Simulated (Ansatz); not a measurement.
Relaxation of C$_{3}$H$_{8}$OSeSi (14 atoms, charge 0, multiplicity 1), to a largest force component of 0.015 eV/Å in at most 40 steps.

Theory: Ansatz 0.2.0, RHF/def2-SVP.

```xyz
14
Properties=species:S:1:pos:R:3
C -1.306 1.436 -1.091
O -0.368 0.811 -0.332
C -0.495 -0.531 0.031
Se -1.911 -1.592 -0.464
C 0.507 -1.107 0.748
Si 0.480 -2.903 1.245
H -1.014 2.534 -1.261
H -2.287 1.493 -0.570
H -1.463 1.001 -2.048
H -1.280 -2.011 -1.740
H 1.397 -0.533 0.991
H 0.407 -3.773 0.063
H 1.693 -3.187 1.943
H -0.667 -3.132 2.087
```

Where does it end, and by what steps?

The run converged. After 23 steps the energy has fallen by 0.625 eV; H8 moved furthest, 1.20 Å.

```
step  energy less start (eV)  largest force component (eV/Å)  accepted
   0                  0.0000                           3.728       yes
   1                 -0.4496                           1.339       yes
   2                 -0.5158                           0.582       yes
   3                 -0.5265                           0.265       yes
   4                 -0.5377                           0.170       yes
   5                 -0.5499                           0.153       yes
   6                 -0.5458                           0.698        no
   7                 -0.5613                           0.152       yes
   8                 -0.5698                           0.269       yes
   9                 -0.5755                           0.401       yes
  10                 -0.5839                           0.416       yes
  11                 -0.5960                           0.315       yes
  12                 -0.5926                           0.559        no
  13                 -0.6094                           0.139       yes
  14                 -0.6139                           0.140       yes
  15                 -0.6172                           0.143       yes
  16                 -0.6213                           0.075       yes
  17                 -0.6222                           0.096       yes
  18                 -0.6231                           0.075       yes
  19                 -0.6239                           0.048       yes
  20                 -0.6243                           0.041       yes
  21                 -0.6245                           0.060       yes
  22                 -0.6246                           0.043       yes
  23                 -0.6248                           0.009       yes
```

```xyz
14
Properties=species:S:1:pos:R:3
C -1.255 1.424 -0.852
O -0.263 0.444 -1.016
C -0.413 -0.742 -0.406
Se -1.862 -1.851 -1.046
C 0.396 -1.137 0.570
Si 0.470 -2.820 1.410
H -0.909 2.308 -1.379
H -1.392 1.663 0.204
H -2.209 1.103 -1.272
H -1.527 -1.689 -2.453
H 1.123 -0.388 0.875
H 0.839 -3.889 0.454
H 1.510 -2.739 2.463
H -0.817 -3.181 2.052
```

Whether the end is a true minimum wasn't checked by a vibrational analysis.

Run time: 62 s on 2 threads of Intel(R) Xeon(R) 6975P-C (Granite Rapids) (shared host), peak memory 0.47 GiB.
